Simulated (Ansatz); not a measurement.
Program: Ansatz. Geometries: PBE0-D4/def2-TZVP. ΔE: electronic, gas phase. CCSD(T)/CBS adds triple-zeta CCSD(T) − MP2 to the extrapolated MP2 energy (def2 sets, frozen cores). This one scheme is used for every species. Functionals use def2-TZVPP. HSE06 is defined as in plane-wave codes. For Zn outer-core shells are correlated without core-valence functions, which leaves a few kJ/mol of doubt a bond. Scalar relativity is left out up to krypton. One conformer a species, not always the lowest.

Reaction (ligand exchange at a Zn–S bond): `C[S][Zn][SH]` + H–F → `C[S][Zn][F]` + H₂S

`C[S][Zn][SH]`:

```xyz
8

C     0.625   -1.143    1.099
S     1.522   -0.079   -0.082
Zn   -0.049    1.191   -0.843
S    -1.607    2.491   -1.596
H     1.366   -1.821    1.522
H    -0.143   -1.736    0.605
H     0.184   -0.564    1.909
H    -1.900    1.661   -2.613
```

H–F:

```xyz
2

F    -0.107   -0.396    0.209
H     0.107    0.396   -0.209
```

`C[S][Zn][F]`:

```xyz
7

C     1.088    0.392    0.022
S     0.309   -1.228    0.329
Zn   -1.764   -0.805    0.006
F    -3.464   -0.480   -0.254
H     0.744    1.148    0.725
H     2.157    0.241    0.173
H     0.928    0.731   -1.000
```

H₂S:

```xyz
3

S    -0.367    0.074   -0.494
H    -0.172    0.776    0.632
H     0.538   -0.850   -0.138
```

| level | ΔE (kcal/mol) |
| --- | --- |
| B2PLYP | 4.7 |
| PBE-QIDH | 7.6 |
| PBE | 5.6 |
| revPBE | 5.1 |
| BLYP | 2.3 |
| HSE06 | 7.2 |
| MP2/def2-SVP | 3.3 |
| MP2/def2-QZVPP | 7.2 |

What does CCSD(T)/CBS give? (An estimate is asked.)

Ansatz gave: +6.4 kcal/mol. The listed levels differ from it by -1.7, 1.2, -0.8, -1.3, -4.1, 0.8, -3.1, 0.8 kcal/mol.

Largest T1 diagnostic among the species: 0.015.

From BLYP to BHLYP (50 % exact exchange), in def2-TZVPP and without D4, ΔE moves by +2.2 kcal/mol. The D4 term adds +1.2 kcal/mol with B3LYP and +0.7 kcal/mol with PBE0; it sums over pairs of atoms, weighted by their polarisabilities, and B3LYP, whose exchange is more repulsive, gets the larger term.

B3LYP here is the variant with VWN-RPA as its local correlation; programs differ in this.
